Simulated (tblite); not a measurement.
Species: C3H10N2Si2.
Structure used (GFN2-xTB), in Å, numbered top down from 1:
```xyz
17
C3H10N2Si2 angstrom
N     -2.8045    1.4401   -0.0820
C     -1.7963    0.9423    0.4839
C     -0.4866    0.5913   -0.1073
C      0.6920    0.7281    0.8621
Si     2.1395   -0.3383    0.2420
N      1.1611   -1.5072   -0.5948
Si    -0.5362   -1.2196   -0.7497
H     -2.6652    1.6544   -1.0706
H     -1.9223    0.7002    1.5377
H     -0.3109    1.2281   -0.9816
H      0.3823    0.3742    1.8480
H      0.9559    1.7800    0.9831
H      3.0237    0.3694   -0.6918
H      2.9072   -0.9847    1.3083
H      1.5673   -2.3524   -0.9546
H     -1.3358   -2.1049    0.1012
H     -0.9782   -1.2890   -2.1437
```

Computed with GFN2-xTB (tblite): harmonic, unscaled wavenumbers at the GFN2-xTB geometry, gas phase. The method is semi-empirical: single wavenumbers can be off by several per cent or more. Modes of hydrogen on silicon can be 10 to 20 % off. One conformer, not necessarily the lowest.

Harmonic wavenumbers (cm⁻¹): 72.0, 86.9, 108.1, 216.3, 285.3, 323.7, 354.1, 410.1, 462.8, 488.8, 521.4, 527.6, 539.6, 637.2, 642.2, 658.4, 746.1, 777.3, 793.4, 798.3, 814.4, 835.0, 925.5, 1031.7, 1071.5, 1083.6, 1105.6, 1128.6, 1141.7, 1228.3, 1248.7, 1309.6, 1361.9, 1487.9, 1714.0, 2210.2, 2234.5, 2248.0, 2264.2, 2913.8, 2957.8, 2978.5, 2980.9, 3294.2, 3509.4.

A = 3360, B = 1236, C = 959.7 MHz; mass 130.038 u (most abundant isotopes); point group C1, symmetry number 1.

Task: Zero-point energy?

Result: ½Σν̃ = 27265 cm⁻¹ = 77.95 kcal/mol.

Task: Entropy at 298.15 K, 1 bar (ideal gas, RRHO, classical rotation)?

Result: Translation 40.53, rotation 28.78, vibration 24.26: S = 93.6 cal/(mol K).

Task: And Cp and H(298.15 K) − H(0)?

Result: Cp = 37.86 cal/(mol K), of which vibrations give 29.92 (their classical limit is 45 R = 89.4); H(298.15 K) − H(0) = 6.47 kcal/mol without the zero-point energy, 4.10 from vibrations.

Task: What must be added to the electronic energy to get the Gibbs energy at 298.15 K and 1 bar?

Result: ZPE + [H(298.15 K) − H(0)] − T·S = 77.95 + 6.47 − 27.90 = 56.52 kcal/mol.

Task: How do the functions run with temperature in this model?

Result: 
| T (K) | S (cal/(mol K)) | Cp (cal/(mol K)) | H − H(0) (kcal/mol) | G − H(0) (kcal/mol) | ln q(vib) |
| --- | --- | --- | --- | --- | --- |
| 50 | 57.0 | 11.7 | 0.47 | -2.38 | 0.27 |
| 100 | 66.4 | 16.0 | 1.16 | -5.49 | 1.10 |
| 373.15 | 102.9 | 45.1 | 9.59 | -28.79 | 7.06 |
| 500 | 117.5 | 54.9 | 15.96 | -42.78 | 10.12 |
| 750 | 142.4 | 67.7 | 31.42 | -75.37 | 16.01 |
| 1000 | 163.1 | 75.9 | 49.44 | -113.63 | 21.46 |

q(vib) and H(0) count from the zero-point level.

Task: Blend soft modes into free rotors: weight 1/[1 + (100 cm⁻¹/ν̃)⁴] for the oscillator and the rest for a rotor with moment μB/(μ + B), μ = h/(8π²ν), B = 10⁻⁴⁴ kg m². What vibrational entropy results?

Result: 22.87 cal/(mol K) in place of 24.26, which changes −T·S at 298.15 K by +0.41 kcal/mol.

Task: Which modes carry the vibrational entropy at 298.15 K?

Result: 72.0 cm⁻¹: 4.10; 86.9 cm⁻¹: 3.73; 108.1 cm⁻¹: 3.30; 216.3 cm⁻¹: 1.99; 285.3 cm⁻¹: 1.50; 323.7 cm⁻¹: 1.29 cal/(mol K); the other 39 give 8.35 together.

Hindered rotation and anharmonicity are outside this model. Other conformers, if any are populated, would add a mixing term that is left out. The structure is chiral; the term R ln 2 for an equal mix with its mirror image is left out.
